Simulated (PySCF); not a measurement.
A calculated (PBE, PySCF 2.14, aug-cc-pVTZ, no relativity, point nucleus) atom or ion has these occupied shells.

```csv
shell,electrons,orbital energy (eV),"rms radius, mean of both spins (bohr)"
1s α,1,-533.02,0.232
1s β,1,-530.86,0.232
2s α,1,-41.559,1.20
2s β,1,-35.678,1.20
2p α,3,-26.374,1.23
```

(1) Name the element and its charge.

## Answers

(1) O⁺ (oxygen, charge +1), in [He] 2s2 2p3, high-spin 4S determinant.
